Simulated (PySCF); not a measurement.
**KHg⁺: from constants to spectrum**

RHF-CCSD(T) constants of KHg⁺, ¹Σ⁺ (singlet), closed shell (PySCF, scalar-relativistic core potentials, basis sets K def2-SVP, Hg def2-SVP with ECP60; masses 38.9637 and 201.9706 u):

* ωe: 63.6 cm⁻¹
* ωexe: 0.563 cm⁻¹
* Be: 0.038824 cm⁻¹
* αe: 0.000399 cm⁻¹
* D (centrifugal): 5.79e-08 cm⁻¹
* De to K⁺ + Hg: 0.203 eV

Give the band origin of the fundamental and the first lines of its P and R branches.

ν0 = ωe − 2ωexe = 62.5 cm⁻¹, B0 = 0.038624, B1 = 0.038225 cm⁻¹.

```json
{"J″": "0", "P(J″) − ν0": "", "R(J″) − ν0": "0.076"}
{"J″": "1", "P(J″) − ν0": "-0.077", "R(J″) − ν0": "0.152"}
{"J″": "2", "P(J″) − ν0": "-0.155", "R(J″) − ν0": "0.227"}
{"J″": "3", "P(J″) − ν0": "-0.234", "R(J″) − ν0": "0.301"}
{"J″": "4", "P(J″) − ν0": "-0.314", "R(J″) − ν0": "0.374"}
{"J″": "5", "P(J″) − ν0": "-0.394", "R(J″) − ν0": "0.447"}
{"J″": "6", "P(J″) − ν0": "-0.475", "R(J″) − ν0": "0.518"}
```

Near which J would the R branch turn back, without centrifugal distortion?

At J ≈ (B0 + B1)/(2(B0 − B1)) − 1 ≈ 95.

Correlated steps freeze 5 core orbitals. The bond is weak. Basis-set superposition, not corrected here, can be much of De in a small basis, most of all at correlated wavefunction levels. Spin–orbit coupling is left out. For an ion De counts to the pair picked by the measured ionisation energies or electron affinities, which need not be the lowest pair at this level.
